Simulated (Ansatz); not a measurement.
The same atomization along the group O, S, Se.

Program: Ansatz. Geometries: PBE0-D4/def2-TZVP. ΔE: electronic, gas phase. CBS: MP2 limit from def2 TZ/QZ plus the TZ coupled-cluster correction, frozen cores. This one scheme is used for every species, atoms too. No spin–orbit coupling; open shells (•) take unrestricted orbitals. Spin–orbit coupling would lower the free atoms: a little for C, O, S, Si; clearly for Se. For Se outer-core shells are correlated without core-valence functions, so the limit isn't a true one: a few kJ/mol of doubt a bond, and 10 to 20 or more in all where bonds break to atoms. Scalar relativity is left out up to krypton. One conformer a species, not always the lowest.

```
                                   reaction  MP2/CBS(def2) (kcal/mol)
     `OC1C[SiH2]1` → 2 C• + 6 H• + O• + Si•                     872.4
     `SC1C[SiH2]1` → 2 C• + 6 H• + S• + Si•                     832.3
`[SeH]C1C[SiH2]1` → 2 C• + 6 H• + Se• + Si•                     815.5
```

(1) Give the CCSD(T)/CBS values in the same order. (Estimate.)

Largest T1 diagnostic: 0.012, for Si•.

Answers

(1) The calculation gave: 860.2, 823.7, 807.7 kcal/mol.

For atomizations the MP2-based limit and the directly extrapolated one differ by several kJ/mol either way, and by 10 to 25 for some Ge, Se and Sn compounds, so smaller differences from it don't rank the levels.
